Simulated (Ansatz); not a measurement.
Total energies of Al₅Sb₅H₁₈, a cluster cut from zinc blende AlSb (hydrogen-capped) from Ansatz at PBE-D4/def2-SVP, gas phase (1 Eh = 27.2114 eV = 2625.5 kJ/mol). The reference geometry is relaxed at PBE-D4/def2-SVP.

```xyz
28

Al    0.2503    1.4718   -3.3355
Al    1.0024   -3.4079   -3.4548
Al   -0.3022    3.5787    0.6739
Al   -0.1376    0.9609    4.8593
Al    1.3934   -0.6398    0.5271
Sb   -0.1263    1.2085   -0.6527
Sb    0.7899   -2.9388   -0.7643
Sb   -0.2280   -1.0893   -4.1775
Sb    0.2802   -0.9768    2.9691
Sb   -1.2275    2.7403    3.1106
H    -0.9143    2.3910   -3.9398
H     1.8176    1.7109   -3.5685
H     0.1015   -4.6812   -3.8100
H     2.5620   -3.2555   -3.7823
H    -1.4606    4.4646    0.0106
H     1.1963    4.0817    0.9370
H    -1.2304    0.4173    5.8936
H     1.3235    1.4886    5.2465
H     2.9651   -0.3703    0.5995
H    -1.6808    0.4906   -0.4897
H    -0.8518   -3.1892   -0.3350
H     1.4133   -4.2529    0.1500
H    -1.9062   -1.3851   -3.9781
H    -0.2541   -1.1075   -5.8947
H    -1.2490   -1.6562    2.5924
H     0.9377   -2.4006    3.6703
H    -2.8488    2.2248    2.8881
H    -1.6156    4.1215    4.0548
```

| state | geometry | energy (Eh) |
| --- | --- | --- |
| charge 0 singlet | reference | -2423.17691 |
| charge 1 doublet | reference | -2422.88702 |
| charge -1 doublet | reference | -2423.21414 |
| free Al atom (doublet) | – | -242.14160 |
| free Sb atom (quartet) | – | -240.20171 |
| free H atom (doublet) | – | -0.49863 |

In the def2 sets Sb takes a core potential; there is no spin–orbit coupling.

**Question.** Work out the vertical ionisation energy to the doublet.

**Answer.** E(charge 1 doublet) − E(charge 0 singlet) = -2422.88702 − (-2423.17691) = 0.28989 Eh = 7.89 eV. For comparison, −ε of the highest occupied level is 6.20 eV at this level, 1.69 eV less.

**Question.** Work out the vertical electron affinity, to the doublet.

**Answer.** E(charge 0 singlet) − E(charge -1 doublet) = -2423.17691 − (-2423.21414) = 0.03723 Eh = 1.01 eV. The basis lacks diffuse functions, which makes affinities too small.

**Question.** Give the fundamental gap IE − EA, the Mulliken electronegativity (IE + EA)/2 and the hardness (IE − EA)/2.

**Answer.** From the values in Eh: IE − EA = 0.28989 − 0.03723 = 0.25266 Eh = 6.88 eV; (IE + EA)/2 = 4.45 eV; (IE − EA)/2 = 3.44 eV. The HOMO–LUMO gap of the same run is 3.74 eV, 3.14 eV smaller than the fundamental gap.

**Question.** What is the binding energy per atom against free atoms?

**Answer.** Atoms: 5 × (-242.14160) + 5 × (-240.20171) + 18 × (-0.49863) = -2420.69189 Eh. Binding: -2420.69189 − (-2423.17691) = 2.48502 Eh = 67.62 eV, or 2.42 eV for each of 28 atoms (no zero-point energy, no counterpoise term).

At PBE-D4/def2-SVP the gap within one spin of the charge 1 doublet nearly closes, so an electron or hole may be smeared out by delocalisation error. At PBE-D4/def2-SVP the highest occupied level of the charge -1 doublet lies above zero (up to 0.55 eV). By energy differences its removal costs 1.01 eV (vertical, to the charge 0 singlet, at PBE-D4/def2-SVP); self-interaction error and the lack of diffuse functions both raise the level.
